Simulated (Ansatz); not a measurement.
Ansatz (a quantum-chemistry and plane-wave program) input for C5H7F, SMILES C#C[C@H](F)CC, PBE-D3(BJ)/def2-SVP. 

Ansatz 0.2 input:
```yaml
crystal:
  periodic: [false, false, false]
  atoms:
    - {symbol: C, position_ang: [2.09130344, 1.05592809, 0.61867597]}
    - {symbol: C, position_ang: [1.26994179, 0.30261872, 0.14671921]}
    - {symbol: C, position_ang: [0.27556421, -0.62932702, -0.39662215]}
    - {symbol: F, position_ang: [-0.18124162, -0.16089428, -1.62670132]}
    - {symbol: C, position_ang: [-0.92433389, -0.84175014, 0.52839954]}
    - {symbol: C, position_ang: [-1.72287898, 0.43254370, 0.78818867]}
    - {symbol: H, position_ang: [2.82164596, 1.72751237, 1.02957501]}
    - {symbol: H, position_ang: [0.77054043, -1.59877268, -0.58758240]}
    - {symbol: H, position_ang: [-0.55138267, -1.27323543, 1.47243272]}
    - {symbol: H, position_ang: [-1.56327064, -1.60668122, 0.05669952]}
    - {symbol: H, position_ang: [-2.59876978, 0.22406374, 1.42100265]}
    - {symbol: H, position_ang: [-1.10714760, 1.19145758, 1.29550321]}
    - {symbol: H, position_ang: [-2.07802036, 0.86362425, -0.15948648]}
basis:
  gaussian:
    orbitals: def2-SVP
hamiltonian:
  xc: pbe
  dispersion: d3bj
relax: {f_tol: 0.002, max_steps: 200}
```

Log of the run:

```
WARN ansatz: RAYON_NUM_THREADS=1 ignored (pool sized by the plan → 1); use --threads N
Functional definition: PBE
integrals: 0.06 GiB planned
1344 factors; their error is unknown
mean field: 0.36 GiB planned
mean field evaluation 1: about -7987.2902 eV, gradient 6.4e1 eV
mean field evaluation 2: about -7978.2650 eV, gradient 8.6e1 eV
mean field evaluation 4: about -7998.0546 eV, gradient 9.7e0 eV
mean field evaluation 8: about -7998.2751 eV, gradient 2.7e-1 eV
mean field evaluation 16: about -7998.2129 eV, gradient 3.5e-4 eV
mean field -7998.21289900 eV, -293.9289026549 hartree, gradient 5.1e-5 eV, S^2 0.000000; 0 other end points of the search recorded, 0 dependent functions left out
the calculation of the forces begins
reference -7998.21293162 eV, -293.9289038537 hartree; 23, 23 occupied and 96, 96 virtual orbitals, 1344 factors
relax step   1: F+E_penalty+E_count = -7998.47112871 eV  Δ(F+E_penalty+E_count) = +0.000e0 eV  max|allowed force component| = 7.842e-1 eV/Å  Δτ_max = 0.0000 Å  (29 SCF iters, accepted)
these checks for a lower state are left out or cut short: starts, cluster_reference, orbital_swaps, neighbouring_geometries, increment
integrals: 0.06 GiB planned
1344 factors; their error is unknown
mean field: 0.36 GiB planned
mean field -7998.22876569 eV, -293.9294857448 hartree, gradient 1.1e-5 eV, S^2 0.000000; 0 other end points of the search recorded, 0 dependent functions left out
the calculation of the forces begins
reference -7998.22879842 eV, -293.9294869476 hartree; 23, 23 occupied and 96, 96 virtual orbitals, 1344 factors
relax step   2: F+E_penalty+E_count = -7998.48627676 eV  Δ(F+E_penalty+E_count) = -1.515e-2 eV  max|allowed force component| = 1.027e-1 eV/Å  Δτ_max = 0.0154 Å  (33 SCF iters, accepted)
these checks for a lower state are left out or cut short: starts, cluster_reference, orbital_swaps, neighbouring_geometries, increment
integrals: 0.06 GiB planned
1344 factors; their error is unknown
mean field: 0.36 GiB planned
mean field evaluation 32: about -7998.2298 eV, gradient 1.1e-5 eV
mean field -7998.22982516 eV, -293.9295246798 hartree, gradient 1.1e-5 eV, S^2 0.000000; 0 other end points of the search recorded, 0 dependent functions left out
the calculation of the forces begins
reference -7998.22985792 eV, -293.9295258836 hartree; 23, 23 occupied and 96, 96 virtual orbitals, 1344 factors
relax step   3: F+E_penalty+E_count = -7998.48712337 eV  Δ(F+E_penalty+E_count) = -8.466e-4 eV  max|allowed force component| = 4.107e-2 eV/Å  Δτ_max = 0.0035 Å  (34 SCF iters, accepted)
these checks for a lower state are left out or cut short: starts, cluster_reference, orbital_swaps, neighbouring_geometries, increment
integrals: 0.06 GiB planned
1344 factors; their error is unknown
mean field: 0.36 GiB planned
mean field -7998.22988118 eV, -293.9295267383 hartree, gradient 4.9e-6 eV, S^2 0.000000; 0 other end points of the search recorded, 0 dependent functions left out
the calculation of the forces begins
reference -7998.22991394 eV, -293.9295279423 hartree; 23, 23 occupied and 96, 96 virtual orbitals, 1344 factors
relax step   4: F+E_penalty+E_count = -7998.48716498 eV  Δ(F+E_penalty+E_count) = -4.161e-5 eV  max|allowed force component| = 1.541e-2 eV/Å  Δτ_max = 0.0012 Å  (24 SCF iters, accepted)
these checks for a lower state are left out or cut short: starts, cluster_reference, orbital_swaps, neighbouring_geometries, increment
integrals: 0.06 GiB planned
1344 factors; their error is unknown
mean field: 0.36 GiB planned
mean field -7998.22983024 eV, -293.9295248664 hartree, gradient 1.6e-5 eV, S^2 0.000000; 0 other end points of the search recorded, 0 dependent functions left out
the calculation of the forces begins
reference -7998.22986300 eV, -293.9295260704 hartree; 23, 23 occupied and 96, 96 virtual orbitals, 1344 factors
relax step   5: F+E_penalty+E_count = -7998.48712356 eV  Δ(F+E_penalty+E_count) = +4.142e-5 eV  max|allowed force component| = 3.356e-2 eV/Å  Δτ_max = 0.0027 Å  (24 SCF iters, rejected (line search))
these checks for a lower state are left out or cut short: starts, cluster_reference, orbital_swaps, neighbouring_geometries, increment
integrals: 0.06 GiB planned
1344 factors; their error is unknown
mean field: 0.36 GiB planned
mean field -7998.22988460 eV, -293.9295268640 hartree, gradient 2.1e-5 eV, S^2 0.000000; 0 other end points of the search recorded, 0 dependent functions left out
the calculation of the forces begins
reference -7998.22991736 eV, -293.9295280681 hartree; 23, 23 occupied and 96, 96 virtual orbitals, 1344 factors
relax step   6: F+E_penalty+E_count = -7998.48717453 eV  Δ(F+E_penalty+E_count) = -9.550e-6 eV  max|allowed force component| = 1.730e-3 eV/Å  Δτ_max = 0.0013 Å  (22 SCF iters, accepted)
integrals: 0.06 GiB planned
1344 factors; their error is unknown
mean field: 0.36 GiB planned
mean field evaluation 64: about -7998.2299 eV, gradient 5.1e-2 eV
mean field -7998.22988460 eV, -293.9295268640 hartree, gradient 2.1e-5 eV, S^2 0.000000; 1 other end points of the search recorded, 0 dependent functions left out
the calculation of the forces begins
reference -7998.22991736 eV, -293.9295280681 hartree; 23, 23 occupied and 96, 96 virtual orbitals, 1344 factors
Total energy: -7998.48720730 eV, -293.9389832989 hartree
Atom 0 at     2.099950     1.061828     0.621180 Å, force    -0.000280     0.001527     0.000083 eV/Å
Atom 1 at     1.270278     0.300964     0.145684 Å, force     0.000563    -0.001291     0.001134 eV/Å
Atom 2 at     0.275364    -0.629639    -0.398821 Å, force    -0.001138    -0.000164    -0.000183 eV/Å
Atom 3 at    -0.183748    -0.159459    -1.637097 Å, force     0.000242    -0.000331     0.000322 eV/Å
Atom 4 at    -0.927479    -0.842800     0.528939 Å, force     0.001730    -0.000877    -0.001115 eV/Å
Atom 5 at    -1.726158     0.432207     0.789797 Å, force    -0.001042     0.001130     0.000496 eV/Å
Atom 6 at     2.835960     1.738301     1.033162 Å, force     0.000268    -0.000122    -0.000446 eV/Å
Atom 7 at     0.774360    -1.608513    -0.588752 Å, force    -0.000144     0.000180    -0.000261 eV/Å
Atom 8 at    -0.550989    -1.280801     1.477844 Å, force    -0.000184     0.000094    -0.000081 eV/Å
Atom 9 at    -1.568535    -1.614901     0.053323 Å, force    -0.000287     0.000156    -0.000040 eV/Å
Atom 10 at    -2.609013     0.225889     1.426005 Å, force    -0.000088     0.000023     0.000055 eV/Å
Atom 11 at    -1.105908     1.196728     1.299995 Å, force     0.000175    -0.000179     0.000106 eV/Å
Atom 12 at    -2.082132     0.867284    -0.164455 Å, force     0.000184    -0.000148    -0.000070 eV/Å
Dipole moment:     0.033697    -0.125518     0.314483 e Å
```

Self-consistency was reached.

Cost: about 18 core-seconds (a rough figure).
